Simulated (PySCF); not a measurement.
CH₃F₃OSi. Atoms are numbered in the order given.

```xyz
9

O     -1.1832     0.5206     1.0125
Si    -0.3126    -0.2652    -0.1242
F     -0.4954    -1.8555     0.0447
F     -0.8419     0.0740    -1.6084
C      1.4951     0.2177     0.0583
F      1.5072     1.4674     0.6860
H     -0.7237     1.2728     1.4069
H      2.0210     0.2970    -0.9075
H      2.0460    -0.5015     0.6882
```
Charge 0, spin multiplicity 1.

Geometry: ωB97X-D3(BJ)/def2-SVP. This is a generated structure with no PubChem entry under its InChIKey; it may be hypothetical. The values are those of a single conformer.

Level of theory: PySCF with PBE/pcSseg-1.

GIAO shieldings, no solvent; atoms listed in one row are averaged. δ = σ(ref) − σ: ¹⁷O against H2O (σ = 334.3 ppm); ²⁹Si against TMS (σ = 335.4 ppm); ¹⁹F against CFCl3 (σ = 133.6 ppm); ¹³C against TMS (σ = 182.0 ppm); ¹H against TMS (σ = 31.49 ppm), references at their B3LYP-D3(BJ)/def2-TZVP geometries, non-relativistic.

Task: Estimate the chemical shifts. (The exact figures need the calculation; the answer reports its results.)

Result: 
```tsv
nucleus	atoms	count	δ (ppm)
¹⁷O	O1	1	61.0
²⁹Si	Si2	1	-45.6
¹⁹F	F4	1	-164.4
¹⁹F	F3	1	-176.6
¹⁹F	F6	1	-327.9
¹³C	C5	1	79.6
¹H	H8	1	4.91
¹H	H9	1	4.82
¹H	H7	1	3.69
```
